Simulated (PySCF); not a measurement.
Work out the structure from these simulated measurements.

Elements present: C, H, O and P. Monoisotopic mass: 152.0391 u.

| Quantity | Value |
| --- | --- |
| UV, first state | lowest singlet excitation: 5.32 eV (233 nm, f = 0.003) [TDDFT wB97X-D/def2-SVPD] |
| 13C NMR | chemical shifts (computed TMS as zero) by class: 145.4 (1 C), 136.6 (2 C), 135.5 (2 C), 134.2 (1 C), 16.9 (1 C), 13.3 (1 C) ppm [GIAO HF/pcSseg-1] |
| 1H NMR | chemical shifts (computed TMS as zero) by class: 7.73 (2 H), 7.57 (2 H), 7.46 (1 H), 6.32 (1 H), 1.61 (1 H), 1.45 (1 H), 1.36 (1 H) ppm [GIAO HF/pcSseg-1] |
| Rotational structure | rotational constants A, B, C: 2.762, 0.709, 0.613 GHz [PBE0-D3(BJ)/def2-SVP] |
| Valence photoelectron | vertical ionisation energy: 8.67 eV [ΔSCF wB97X-D/def2-SVPD] |
| Triplet | lowest triplet excitation (Tamm–Dancoff): 4.08 eV [TDA wB97X-D/def2-SVPD] |

The electronic properties come from PySCF, for the isolated species, density fitting. Levels stand in brackets. One conformer (not necessarily the lowest) at the PBE0-D3(BJ)/def2-SVP geometry, without solvent, vibrations or thermal averaging. NMR values are class means; diastereotopic atoms form classes of their own.

Question: Which formula fits the mass and the elements?

Answer: C8H9OP (calculated 152.0391). No other formula that holds each of these elements comes within 0.0003 u with a fitting electron parity and a possible valence count.

Question: Propose a structure and show how it fits.

Answer: Numbering: `[O:1]=[P@@H:2]1[CH2:3][C@@H:4]1[c:5]1[cH:6][cH:7][cH:8][cH:9][cH:10]1`. 8 carbons fall into 6 classes; from least to most shielded: substituted aromatic carbon [C5] (145.4 ppm), aromatic CH carbon [C7/C9] (136.6 ppm, 2 C), aromatic CH carbon [C6/C10] (135.5 ppm, 2 C), aromatic CH carbon [C8] (134.2 ppm), ring sp3 carbon bound to phosphorus [C4] (16.9 ppm), ring sp3 carbon bound to phosphorus [C3] (13.3 ppm). Hydrogen classes from least to most shielded: 2 H on the ortho carbons, C6/C10 (7.73 ppm, a mean of values up to 0.7 ppm apart in this geometry), 2 H on the meta carbons, C7/C9 (7.57 ppm), 1 H on the para carbon, C8 (7.46 ppm), 1 H on a phosphoryl phosphorus, P2 (6.32 ppm), 1 H on an sp3 carbon bound to phosphorus, C4 (1.61 ppm), 1 H on an sp3 carbon bound to phosphorus, C3 (1.45 ppm), 1 H on an sp3 carbon bound to phosphorus, C3 (1.36 ppm). The first electron is taken from the HOMO, whose largest Löwdin shares are 0.17 on an aromatic CH carbon, 0.16 on the substituted aromatic carbon, 0.11 on an sp3 carbon bound to phosphorus and 0.09 on an aromatic CH carbon. The optimised geometry has point group C1 and is an asymmetric top. Structure: `O=[P@@H]1C[C@@H]1c1ccccc1`. Computed isomers that give other values at the same levels: `CC#CP(C)c1ccoc1` (rotational constant A: 1.799 GHz; this holds for the one conformer computed). The assignments are read from this structure; whether some other isomer fits the data as well wasn't checked. The mirror image fits equally.

Shape of the structure used: `[O:1]=[P@@H:2]1[CH2:3][C@@H:4]1[c:5]1[cH:6][cH:7][cH:8][cH:9][cH:10]1`: C3–C4–C5–C6 -54°.
